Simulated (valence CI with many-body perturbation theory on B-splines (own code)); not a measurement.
Results of a calculation; reference values are marked as such.
# From CI to CI+MBPT in Yb⁶³⁺

Method: valence CI with perturbative core correlation (CI+MBPT): five valence electrons over a frozen Dirac-Fock core [He], a basis of 9 s, 9 p, 8 d, 6 f, 3 g, 1 h functions for each j, with the one-electron correlation potential Σ1 (screened to all orders), the two-electron term Σ2, the three-electron term Σ3, Breit, model QED; selected single and double excitations, second order for the rest (own B-spline code, finite nucleus).

No measured spectrum was set against this ion. As an estimate, large intervals hold to a few tenths of a per cent, small ones and those within an open d or f shell to about a per cent. Among the levels kept, up to 1100 cm⁻¹ of a level comes from second order outside the variational space, and about a tenth of that is noise between levels of different J, which matters for small intervals.

Each rung adds one term. CI alone is the Dirac-Coulomb CI over the frozen core; QED comes last and gives the full result, which names the levels. Energies are above (2s^2 2p1/2^2 2p3/2) J=3/2 on the same rung, in Ry.

Levels are named by their leading jj configuration (3d3/2^4 stands for four electrons in 3d with j = 3/2), which in mixed levels can hold well under half, so a name can repeat and another be missing. Letters in brackets count levels of one name in rising energy.

| Level | CI alone |
| --- | --- |
| (2s^2 2p1/2 2p3/2^2) J=3/2 | 79.66 |
| (2s^2 2p1/2 2p3/2^2) J=5/2 | 81.97 |
| (2s^2 2p1/2 2p3/2^2) J=1/2 | 84.70 |
| (2s 2p1/2^2 2p3/2^2) J=5/2 | 103.51 |
| (2s 2p1/2^2 2p3/2^2) J=1/2 | 110.11 |
| (2s 2p1/2^2 2p3/2^2) J=3/2 | 110.64 |
| (2s^2 2p3/2^3) J=3/2 | 164.74 |
| (2s 2p1/2 2p3/2^3) J=3/2 [a] | 184.71 |
| (2s 2p1/2 2p3/2^3) J=5/2 | 188.29 |
| (2s 2p1/2 2p3/2^3) J=1/2 | 191.98 |
| (2s 2p1/2 2p3/2^3) J=3/2 [b] | 192.99 |
| (2p1/2^2 2p3/2^3) J=3/2 | 218.65 |
| (2s 2p3/2^4) J=1/2 | 272.87 |
| (2p1/2 2p3/2^4) J=1/2 | 300.42 |
| (2s^2 2p1/2^2 3s) J=1/2 | 578.59 |
| (2s^2 2p1/2^2 3p1/2) J=1/2 | 585.67 |

(1) What do these energies become with core correlation, Breit and QED?

(2) How does the ionisation energy move along the ladder, and which term matters most?

## Answers

(1) (2s^2 2p1/2 2p3/2^2) J=3/2 78.71 (-0.949); (2s^2 2p1/2 2p3/2^2) J=5/2 80.40 (-1.571); (2s^2 2p1/2 2p3/2^2) J=1/2 83.92 (-0.784); (2s 2p1/2^2 2p3/2^2) J=5/2 102.06 (-1.448); (2s 2p1/2^2 2p3/2^2) J=1/2 109.28 (-0.824); (2s 2p1/2^2 2p3/2^2) J=3/2 109.38 (-1.256); (2s^2 2p3/2^3) J=3/2 162.80 (-1.945); (2s 2p1/2 2p3/2^3) J=3/2 [a] 182.67 (-2.046); (2s 2p1/2 2p3/2^3) J=5/2 185.60 (-2.685); (2s 2p1/2 2p3/2^3) J=1/2 189.93 (-2.052); (2s 2p1/2 2p3/2^3) J=3/2 [b] 190.58 (-2.408); (2p1/2^2 2p3/2^3) J=3/2 216.34 (-2.311); (2s 2p3/2^4) J=1/2 269.94 (-2.935); (2p1/2 2p3/2^4) J=1/2 297.12 (-3.291); (2s^2 2p1/2^2 3s) J=1/2 578.23 (-0.358); (2s^2 2p1/2^2 3p1/2) J=1/2 585.31 (-0.358).

(2) CI alone 14766, + Σ1 14766, + Σ2 14767, + Σ3 14766, + Breit 14754, + QED 14753 eV. The largest step is Breit, -12 eV. NIST lists 14752 ± 19 eV (theoretical).
